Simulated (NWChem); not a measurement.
# AlH₂SeF; SMILES [F][AlH][SeH]

```xyz
5

Al    -0.5454    -1.1494     0.0000
F      0.6624    -2.2947     0.0000
H     -2.0476    -1.6196     0.0000
Se     0.1309     1.0506     0.0000
H     -1.2729     1.4954     0.0000
```
Atoms are numbered in this order, from 1.

Computed with NWChem. Geometry: optimised at PBE0/def2-SVP. Vertical excitations in the gas phase; the lowest state need not have the same character in each row.

For level Hartree-Fock/def2-SVPD, CIS:

- lowest excitation, singlet (eV): 6.17
- lowest state with f > 0.02, singlet (eV): 6.67
- orbital gap (eV): 11.43

Q: How do the values read with level PBE/def2-SVPD, TDA instead?

A: The lowest excitation, singlet (eV) is 5.18 and the lowest state with f > 0.02, singlet (eV) is 5.18. The orbital gap (eV) comes out as 4.67.
